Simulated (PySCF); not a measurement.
# Electronic structure of Re (rhenium, neutral) at the UHF level

Configuration: [Xe] 4f14 5d5 6s2, high-spin 6S determinant. All numbers are calculated (PySCF 2.14, a scalar-relativistic core potential, in aug-cc-pVDZ-PP with ECP60MDF).

```json
{"Total energy": "-77.834749 hartree", "One-electron energy": "-133.0141 hartree", "Hartree (Coulomb) energy": "63.0294 hartree", "Exchange energy": "-7.8501 hartree", "⟨S²⟩": "8.7952", "⟨L²⟩": "0.000", "Sum of ⟨r⟩": "25.61 bohr", "Sum of ⟨r²⟩": "59.32 bohr²", "Time after the integrals": "0.35 s of wall time on 1 thread of Neoverse-N1 (shared host)"}
```

| shell | electrons | mean orbital energy (eV) | rms radius, mean of both spins (bohr) |
| --- | --- | --- | --- |
| 5s α | 1 | -102.85 | 1.12 |
| 5s β | 1 | -96.927 | 1.12 |
| 5p α | 3 | -61.225 | 1.31 |
| 5p β | 3 | -52.661 | 1.31 |
| 5d α | 5 | -12.016 | 2.01 |
| 6s α | 1 | -8.866 | 3.63 |
| 6s β | 1 | -6.100 | 3.63 |

Energies and moments cover only the electrons outside the core potential. Spin-orbit coupling, which splits the p, d and f shells strongly at this Z, is absent.
